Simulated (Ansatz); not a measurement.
The cluster CuSe5. Charge 0, multiplicity 2. Geometry PBE-D4/def2-SVP; atoms count from 1.

```xyz
6

Cu   -0.1028    0.2117   -1.1388
Se    1.1450    1.4769    0.7114
Se    2.2260    0.4776   -1.1286
Se    0.1054   -0.2445    2.0865
Se   -1.5044   -1.6675   -1.1905
Se   -1.8692   -0.2542    0.6600
```

Another isomer (doublet) lies 0.18 eV lower at PBE0-D4/def2-SVP; other spin states weren't run for this one.

Q: Estimate the Mulliken populations from the PBE0/def2-SVP orbitals of Ansatz.

A: 
| atom | charge (e) | spin (α − β) | d electrons |
| --- | --- | --- | --- |
| Cu1 | 0.20 | 0.18 | 9.67 |
| Se2 | 0.04 | 0.20 | – |
| Se3 | -0.14 | 0.23 | – |
| Se4 | -0.01 | -0.03 | – |
| Se5 | -0.14 | 0.23 | – |
| Se6 | 0.04 | 0.20 | – |
Mulliken values depend strongly on the basis.

Q: Where does the spin sit?

A: Summed by element: Cu 0.18, Se 0.82, of 1 unpaired in all. Largest on single atoms: Se5 0.23, Se3 0.23, Se2 0.20.

Q: And the Mayer bond orders between heavy atoms (over 0.3)?

A: Cu1–Se2 0.40 (2.57 Å); Cu1–Se3 0.74 (2.34 Å); Cu1–Se5 0.74 (2.34 Å); Cu1–Se6 0.40 (2.56 Å); Se2–Se3 1.09 (2.36 Å); Se2–Se4 0.94 (2.44 Å); Se4–Se6 0.94 (2.44 Å); Se5–Se6 1.09 (2.36 Å).
